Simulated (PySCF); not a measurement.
Removing an electron from TMS-CClF2

TMS-CClF2, C4H9ClF2Si.
Structure used (PBE0-D3(BJ)/def2-SVP), in Å, numbered top down from 1:
```
atom  x, y, z in Å
C1    -0.108   -0.650   -1.790
Si2    0.008   -0.120   -0.001
C3    -1.345   -0.869    1.055
C4     1.706   -0.398    0.733
C5    -0.309    1.790    0.034
F6    -0.274    2.277    1.288
F7    -1.516    2.107   -0.471
Cl8    0.933    2.669   -0.928
H9    -1.092   -0.392   -2.211
H10    0.026   -1.740   -1.880
H11    0.666   -0.157   -2.396
H12   -2.341   -0.601    0.671
H13   -1.270   -0.512    2.094
H14   -1.267   -1.967    1.066
H15    1.953   -1.472    0.740
H16    2.476    0.128    0.149
H17    1.750   -0.031    1.769
```

Level: CAM-B3LYP/def2-SVPD (PySCF). Frontier orbitals with their largest atomic shares (Löwdin; up to four atoms above 4 %):

```csv
orbital,ε (eV),main atoms
HOMO−3,-10.78,"Cl8 70 %, C5 4 %, F7 4 %, C1 4 %"
HOMO−2,-10.50,"C3 27 %, Si2 21 %, C1 17 %, C4 10 %"
HOMO−1,-10.49,"C4 26 %, C1 19 %, Si2 18 %, Cl8 13 %"
HOMO,-9.94,?
LUMO,0.95,"Si2 16 %, C3 10 %, C1 9 %, C4 9 %"
LUMO+1,1.18,"Cl8 57 %, C5 20 %, C3 4 %"
LUMO+2,1.81,"C1 12 %, C4 12 %, Cl8 12 %, H17 8 %"
```

**Question.** What vertical ionisation energy does ΔSCF give, and how far is −ε(HOMO) from it?

**Answer.** ΔSCF: 10.71 eV (1033 kJ/mol; threshold wavelength 116 nm); ⟨S²⟩ of the doublet left behind is 0.759, against 0.75 for a pure doublet. −ε(HOMO) is 9.94 eV, 0.77 eV below it. In exact Kohn–Sham theory the two would be equal; CAM-B3LYP (range-separated hybrid) falls short of its own ΔSCF value by 7 %. Holes in the HOMO−1 and HOMO−2 were tried too where these lie within 1.2 eV of the HOMO; the lowest converged state counts.

**Question.** On which atoms does the HOMO lie?

**Answer.** Cl8 (chlorine on a fluorinated carbon) 36 %, C5 (CF2 carbon) 20 %, Si2 (four-coordinate silicon) 13 %, C3 (Si-methyl carbon) 8 %, so no atom holds as much as 40 %. The HOMO−1 lies 0.55 eV lower.

**Question.** What kinetic energy would electrons from this vertical process carry with He II light (40.814 eV)?

**Answer.** 40.81 − 10.71 = 30.10 eV.

**Question.** With α = 89.8 au, estimate the like-pair dispersion coefficient by London's formula C6 = (3/4)α²I.

**Answer.** I = 0.3935 Eh, so C6 ≈ 2380 au, a rough estimate.

**Question.** Shift the occupied levels rigidly so that −ε(HOMO) equals the ΔSCF value. What binding energies result?

**Answer.** The shift is +0.77 eV: HOMO 10.71, HOMO−1 11.26, HOMO−2 11.27, HOMO−3 11.55 eV. A rigid shift is only a rough guide to the deeper ionisations.

**Question.** What total energies stand behind the ΔSCF value?

**Answer.** E(N) = -1106.66522 Eh and E(N − 1) = -1106.27175 Eh at the same geometry, 0.39347 Eh apart.

Geometry: PBE0-D3(BJ)/def2-SVP; no solvent, vibrations or thermal averaging.

The run behind these numbers computed excited states and ΔSCF ions as well. Time: 6.5 min. Hardware: one thread of an Arm Neoverse V1 (shared host).
